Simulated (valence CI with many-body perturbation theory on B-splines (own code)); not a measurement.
## Forbidden lines of Te¹³⁺

Method: relativistic CI+MBPT: three valence electrons over a frozen Dirac-Fock core [Kr], radial functions for each j: 9 s, 9 p, 10 d, 8 f, 5 g, 3 h, 1 i, with the one-electron correlation potential Σ1, the two-electron term Σ2, the three-electron term Σ3, Breit, model QED; selected CI, second order for the rest (own B-spline code, finite nucleus).

No measured levels were compared; by estimate terms of the open shell hold to 2 to 4 % of their energy, and close levels can change places. Core correlation moves these levels by up to 3300 cm⁻¹, and in measured spectra 5 to 20 % of such shifts remained as error; rates that hang on mixing are uncertain with them. Only levels of the ground parity were solved; by the run's estimate the other parity begins above the list, which can be wrong where configurations are misplaced.

Lines 1 to 50 of 71 in falling wavelength, among levels below 13.249 eV, chosen from the decays that carry over 1 % of a level's rate. Wavelengths and rates use the calculated energies, so an error of 2000 cm⁻¹ moves a line at 11030 Å by 22 % and its rate by three times that or more. Electric multipoles are in the length gauge, E1 and E2 with the static RPA response of the core. S is in atomic units (e²a₀⁴ for E2 and M2, e²a₀⁶ for E3), for M1 in squared Bohr magnetons. Weak lines are less certain than strong ones. Lines between different terms over intervals too small for the method are left out, as are lines whose strength nearly cancels. The highest levels of a list are the least certain.

Names give the largest LS component (configuration and term), which can be under half, so a name can repeat, a term be missing and a line seem to break the LS rules; names also repeat where a configuration has a term twice. Letters in brackets count levels of one name in rising energy.

| λ vac (Å) | Upper | Lower | Type | A (s⁻¹) | S (a.u.) |
| --- | --- | --- | --- | --- | --- |
| 33700 | 4d3 4P_1/2 | 4d3 4P_3/2 | M1 | 7.90e-01 | 2.24e+00 |
| 17400 | 4d3 4F_9/2 | 4d3 4F_7/2 | M1 | 4.11e+00 | 8.02e+00 |
| 13410 | 4d3 4F_7/2 | 4d3 4F_5/2 | M1 | 1.58e+01 | 1.13e+01 |
| 12130 | 4d3 4F_5/2 | 4d3 4F_3/2 | M1 | 2.20e+01 | 8.74e+00 |
| 11030 | 4d3 2P_3/2 | 4d3 2D_5/2 [a] | M1 | 2.78e+00 | 5.54e-01 |
| 9380 | 4d3 2D_5/2 [a] | 4d3 2D_3/2 [a] | M1 | 1.02e+01 | 1.87e+00 |
| 7482 | 4d3 2H_11/2 | 4d3 2H_9/2 | M1 | 1.69e+01 | 3.16e+00 |
| 7253 | 4d3 4P_5/2 | 4d3 4P_3/2 | M1 | 2.70e+01 | 2.29e+00 |
| 6355 | 4d3 2H_9/2 | 4d3 4F_9/2 | M1 | 4.00e+01 | 3.81e+00 |
| 6096 | 4d3 2D_5/2 [a] | 4d3 4P_5/2 | M1 | 6.59e+00 | 3.32e-01 |
| 6037 | 4d3 2D_3/2 [a] | 4d3 4P_1/2 | M1 | 1.94e+01 | 6.34e-01 |
| 5966 | 4d3 2P_3/2 | 4d3 2P_1/2 | M1 | 3.37e+01 | 1.06e+00 |
| 5881 | 4d3 4P_3/2 | 4d3 4F_5/2 | M1 | 8.86e+00 | 2.67e-01 |
| 5199 | 4d3 2G_9/2 | 4d3 2H_9/2 | M1 | 6.96e+01 | 3.63e+00 |
| 5121 | 4d3 2P_1/2 | 4d3 4P_1/2 | M1 | 1.04e+02 | 1.03e+00 |
| 5120 | 4d3 2D_3/2 [a] | 4d3 4P_3/2 | M1 | 8.80e+01 | 1.75e+00 |
| 5070 | 4d3 2P_3/2 | 4d3 2D_3/2 [a] | M1 | 7.21e+01 | 1.39e+00 |
| 4913 | 4d3 2G_9/2 | 4d3 2G_7/2 | M1 | 6.87e+01 | 3.02e+00 |
| 4911 | 4d3 2G_7/2 | 4d3 4F_7/2 | M1 | 3.22e+01 | 1.13e+00 |
| 4655 | 4d3 2H_9/2 | 4d3 4F_7/2 | M1 | 3.55e+01 | 1.33e+00 |
| 4286 | 4d3 4P_5/2 | 4d3 4F_7/2 | M1 | 3.37e+00 | 5.90e-02 |
| 3960 | 4d3 4P_3/2 | 4d3 4F_3/2 | M1 | 3.65e+01 | 3.36e-01 |
| 3926 | 4d3 2P_3/2 | 4d3 4P_5/2 | M1 | 6.40e+01 | 5.74e-01 |
| 3595 | 4d3 2G_7/2 | 4d3 4F_5/2 | M1 | 7.76e+01 | 1.07e+00 |
| 3576 | 4d3 2F_5/2 | 4d3 4P_5/2 | M1 | 1.69e+01 | 1.72e-01 |
| 3546 | 4d3 2F_7/2 | 4d3 4P_5/2 | M1 | 8.75e-01 | 1.16e-02 |
| 3544 | 4d3 4P_1/2 | 4d3 4F_3/2 | M1 | 6.56e+00 | 2.17e-02 |
| 3544 | 4d3 4P_1/2 | 4d3 4F_3/2 | E2 | 2.22e-01 | 2.22e-01 |
| 3436 | 4d3 2H_11/2 | 4d3 4F_9/2 | M1 | 1.65e+01 | 2.97e-01 |
| 3312 | 4d3 2D_5/2 [a] | 4d3 4P_3/2 | M1 | 1.00e+01 | 8.11e-02 |
| 3248 | 4d3 4P_5/2 | 4d3 4F_5/2 | M1 | 3.83e+00 | 2.92e-02 |
| 3233 | 4d3 2F_5/2 | 4d3 2G_7/2 | M1 | 1.50e+01 | 1.13e-01 |
| 3208 | 4d3 2F_7/2 | 4d3 2G_7/2 | M1 | 2.72e+01 | 2.66e-01 |
| 2861 | 4d3 2D_3/2 [b] | 4d3 2F_5/2 | M1 | 6.23e+01 | 2.16e-01 |
| 2860 | 4d3 2G_9/2 | 4d3 4F_9/2 | M1 | 1.25e+01 | 1.08e-01 |
| 2815 | 4d3 2D_5/2 [b] | 4d3 2F_7/2 | M1 | 5.88e+01 | 2.92e-01 |
| 2796 | 4d3 2D_5/2 [b] | 4d3 2F_5/2 | M1 | 1.09e+02 | 5.32e-01 |
| 2737 | 4d3 2D_3/2 [a] | 4d3 4F_5/2 | M1 | 9.67e+01 | 2.94e-01 |
| 2671 | 4d3 2D_3/2 [b] | 4d3 2P_3/2 | M1 | 5.92e+00 | 1.67e-02 |
| 2614 | 4d3 2D_5/2 [b] | 4d3 2P_3/2 | M1 | 1.17e+01 | 4.66e-02 |
| 2547 | 4d3 2P_3/2 | 4d3 4P_3/2 | M1 | 7.11e+00 | 1.74e-02 |
| 2516 | 4d3 2D_5/2 [a] | 4d3 4F_7/2 | M1 | 1.01e+02 | 3.60e-01 |
| 2456 | 4d3 2G_9/2 | 4d3 4F_7/2 | M1 | 2.25e+01 | 1.24e-01 |
| 2395 | 4d3 2F_5/2 | 4d3 4P_3/2 | M1 | 9.15e+00 | 2.80e-02 |
| 2233 | 4d3 2D_3/2 [a] | 4d3 4F_3/2 | M1 | 4.80e+01 | 7.92e-02 |
| 2184 | 4d3 2F_7/2 | 4d3 4F_9/2 | M1 | 3.95e+01 | 1.22e-01 |
| 2150 | 4d3 2D_3/2 [b] | 4d3 2D_5/2 [a] | M1 | 9.33e+01 | 1.38e-01 |
| 2119 | 4d3 2D_5/2 [a] | 4d3 4F_5/2 | M1 | 1.90e+01 | 4.02e-02 |
| 2113 | 4d3 2D_5/2 [b] | 4d3 2D_5/2 [a] | M1 | 9.21e+00 | 1.93e-02 |
| 2094 | 4d3 2P_1/2 | 4d3 4F_3/2 | M1 | 4.03e+00 | 2.74e-03 |
